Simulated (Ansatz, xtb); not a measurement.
Ranking isomers of C4H5OPS

4 gas-phase structures of C4H5OPS, from a drawn sample of its isomers (lower ones may exist). Each was relaxed with GFN2-xTB; where two conformers were screened, the lower at r2SCAN-D4/def2-SVP//GFN2-xTB is listed:

A. `COC1=PC=CS1`, a singlet
B. `COC1=CP=CS1`, a singlet
C. `CSC1=COC=P1`, a singlet
D. `CSC1=PC=CO1`, a singlet

Question: Which do you expect lowest at r2SCAN-D4/def2-SVP//GFN2-xTB, and how would the others follow?

Answer: Calculated order at r2SCAN-D4/def2-SVP//GFN2-xTB: B (0.0), D (2.1), A (2.5), C (11.1) kJ/mol. Less than 1 kcal/mol parts B and D; D and A, so the order within those pairs means little.

Energies above the lowest of each column, in kJ/mol; the last columns are at r2SCAN-D4/def2-SVP geometries:

| structure | GFN2-xTB | HF/STO-3G | r2SCAN-D4/def2-SVP//GFN2-xTB | r2SCAN-D4/def2-SVP | CCSD(T)/def2-SVP + ΔMP2/def2-TZVPP |
| --- | --- | --- | --- | --- | --- |
| B | 13.2 | 28.6 | 0.0 | 0.0 | 0.0 |
| D | 0.0 | 0.0 | 2.1 | 0.7 | 10.6 |
| A | 11.1 | 23.1 | 2.5 | 1.8 | 6.5 |
| C | 7.9 | 13.9 | 11.1 | 10.1 | 14.9 |

CCSD(T)/def2-SVP + ΔMP2/def2-TZVPP puts B lowest; GFN2-xTB picks D, HF/STO-3G picks D. CCSD(T)/def2-SVP + ΔMP2/def2-TZVPP orders those it was run on as B (0.0), A (6.5), D (10.6), C (14.9) kJ/mol. Less than 1 kcal/mol parts A and D, so the order within that pair means little. Flexible structures stand in one conformer each, not always the lowest. ΔMP2 is the change of the MP2 energy from the smaller to the larger basis.

Over these structures GFN2-xTB departs from r2SCAN-D4/def2-SVP//GFN2-xTB by 6.8 kJ/mol on average once a common shift is removed. A GFN2-xTB relaxation took about 0.077 s and the r2SCAN-D4/def2-SVP//GFN2-xTB energy about 1.9 s on a shared host (Ansatz 0.2.0, xtb 6.7.1).
